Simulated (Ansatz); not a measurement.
Reactions of C$_{2}$H$_{4}$OS$_{2}$, SMILES `S=COCS`.

Calculated with Ansatz (gas phase, PBE0-D4/def2-TZVP geometries, no zero-point term in ΔE). CCSD(T)/CBS adds triple-zeta CCSD(T) − MP2 to the extrapolated MP2 energy (def2 sets, frozen cores). This one scheme is used for every species, atoms too. Open shells (•) are unrestricted, without spin–orbit coupling. Spin–orbit coupling would lower the free atoms: a little for C, O, S. Each species was taken in one conformer, which may not be the lowest.

Order these by ΔE at CCSD(T)/CBS, lowest first. (Best estimate.)
A. `S=COCS` + H₂ → `COC=S` + H₂S
B. `S=COCS` + `O[SiH](F)[SiH3]` → `F[SiH]([SiH3])OC=S` + `OCS`
C. `S=COCS` + H₂O → `OCS` + `OC=S`
D. `S=COCS` → 2 C• + 4 H• + O• + 2 S•

A (-15.3 kcal/mol), C (+5.3 kcal/mol), B (+7.9 kcal/mol), D (+781.2 kcal/mol).

Largest T1 diagnostic: 0.018, for `OC=S`.
